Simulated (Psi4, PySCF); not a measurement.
H₃Ge, doublet, geometry from GFN2-xTB, atoms displaced at random by about 0.03 Å a coordinate. Base run: TPSS/6-31G, gradient (PySCF).

Input for PySCF:
```python
from pyscf import gto, scf, dft

mol = gto.Mole()
mol.atom = '''
    Ge    0.013989    0.054803    0.063902
    H    -0.818957   -1.090885   -0.607792
    H    -0.591633    1.301527   -0.607897
    H     1.387219   -0.158018   -0.682699
'''
mol.basis = '6-31g'
mol.charge = 0
mol.spin = 1
mol.verbose = 4
mol.build()

mf = dft.UKS(mol)
mf.xc = 'tpss'
mf.kernel()
g = mf.nuc_grad_method()
grad = g.kernel()
```

Programs used: Psi4, PySCF; a row that names a program was run with it.

The coordinate followed is z of atom 2.

Variants of this job, named by their change:

```csv
change,dE/dx (Eh/bohr),net force (Eh/bohr)
base,-0.010074,0.000003
finite difference step (bohr) = 1e-5; conv_tol = 1e-11,-0.010076,-
finite difference step (bohr) = 1e-4; conv_tol = 1e-11,-0.010076,-
grids.level = 0; grid_response = off,-0.009900,0.004075
grids.level = 5; grid_response = on,-0.010075,0.000000
finite difference step (bohr) = 0.05; conv_tol = 1e-11,-0.010082,-
grids.level = 5; grid_response = off,-0.010075,0.000000
conv_tol = 1e-4,-0.010099,0.000003
density fitting = on; auxbasis_response = off,-0.010065,0.000469
grid_response = on,-0.010076,0.000000
grids.level = 0; grid_response = on,-0.010363,0.000000
code = psi4,-0.010136,0.000021
```

The net force is zero for an exact gradient.

Open shells are given as the SCF converged; they aren't shown to be the lowest states, and a large step between rows can be another state.
